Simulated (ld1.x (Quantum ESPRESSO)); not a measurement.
Transferability test, TM potential for carbon

```
Element                 : C (Z = 6)
Generator               : ld1.x (Quantum ESPRESSO) 7.5
Type                    : norm-conserving Troullier–Martins (Kleinman–Bylander form)
Functional              : PBE
Relativity              : scalar-relativistic
Frozen core             : [He]
Valence charge          : 4
Reference configuration : 2s2 2p2
Partial waves           : 2s (bound): rc 0.80 bohr; 2p (bound): rc 1.70 bohr
Local potential         : all-electron potential smoothed inside 0.78 bohr (lloc = -1)
Core correction         : Bessel-smoothed model core inside 0.75 bohr
```

Energies are relative to the spin-unpolarised reference configuration 2s2 2p2; without spin polarisation the order of configurations can differ from experiment.

(1) Give the all-electron excitation energy and the error of the potential for: 2s2 2p1; 2s2 2p0; 2s1 2p0; 2s2 2p1.5; 2s1 2p2; 2s1 2p3; 2s2 2p2.3.

Levels in the configuration 2s1 2p3:

```
level  all-electron (eV)  pseudo (eV)
   2s            -14.201      -14.197
   2p             -5.712       -5.723
```

## Answers

(1)

```json
{"valence configuration": "2s2 2p1", "charge": "+1", "ΔE all-electron (eV)": "10.862", "error AE − PS (meV)": "+18"}
{"valence configuration": "2s2 2p0", "charge": "+2", "ΔE all-electron (eV)": "35.018", "error AE − PS (meV)": "+198"}
{"valence configuration": "2s1 2p0", "charge": "+3", "ΔE all-electron (eV)": "83.212", "error AE − PS (meV)": "+432"}
{"valence configuration": "2s2 2p1.5", "charge": "+0.5", "ΔE all-electron (eV)": "3.963", "error AE − PS (meV)": "+2.3"}
{"valence configuration": "2s1 2p2", "charge": "+1", "ΔE all-electron (eV)": "19.615", "error AE − PS (meV)": "-8.6"}
{"valence configuration": "2s1 2p3", "charge": "0", "ΔE all-electron (eV)": "8.478", "error AE − PS (meV)": "+7.4"}
{"valence configuration": "2s2 2p2.3", "charge": "-0.3", "ΔE all-electron (eV)": "-1.158", "error AE − PS (meV)": "+0.3"}
```
